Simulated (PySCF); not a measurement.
# Ge (germanium, neutral) across methods

[Ar] 3d10 4s2 4p1 4d1, one real determinant (an excited configuration). Computed with PySCF 2.14 in aug-cc-pVTZ-PP with one added diffuse shell each of s, d, f type with ECP10MDF (7s5p5d3f, 68 functions), with a scalar-relativistic core potential.

```
   method  E (hartree)  mean ε 4s β (eV)  mean ε 4p α (eV)  mean ε 4d α (eV)  Σ⟨r²⟩ (bohr²)   ⟨S²⟩
BHandHLYP    -294.1672           -17.415            -9.850            -1.276          98.48  2.003
   r2SCAN    -294.1911           -15.575            -8.176            -0.897          95.30  2.004
     PBE0    -294.2770           -16.252            -8.886            -1.214          95.65  2.003
      UHF   -293.13908           -18.562           -11.943            -1.590          105.5  2.010
     MN15    -294.6853           -16.309            -8.729            -0.843          83.12  2.002
  wB97X-V    -294.2664           -18.861           -11.120            -1.696          99.22  2.003
  r2SCANh    -294.1867           -15.969            -8.585            -0.979          95.67  2.005
      LDA    -293.8430           -15.480            -7.643            -0.911          91.01  2.001
      PBE    -294.3192           -15.133            -7.677            -0.995          92.63  2.002
```

⟨L²⟩ = 8.01 against 12 for a pure F term, so this real determinant mixes terms. Energies and moments cover only the electrons outside the core potential. The outer electron is Rydberg-like, and this basis confines it to a smaller radius and binds it less than a complete one would.
